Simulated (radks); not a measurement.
Task: Spin polarisation of the 5p5 shell in the caesium ion Cs2+. Start: [Kr] 4d10 5s2 5p(up 2.5, down 2.5); electrons of 5p are moved from spin down to spin up, other shells keep equal spins. Calculated with a radial shooting solver on a logarithmic mesh with Libxc functionals: non-relativistic Kohn-Sham, PBE, spin-polarised, spherical densities, point nucleus. Estimate the energy gained and the exchange splitting at a moment of 1 Bohr magnetons.

Result: At moment 1 the spin-polarisation energy is -0.196 eV and the 5p exchange splitting 0.783 eV, that is 0.783 eV per Bohr magneton; E = -I m^2/4 would give I = 0.782 eV.
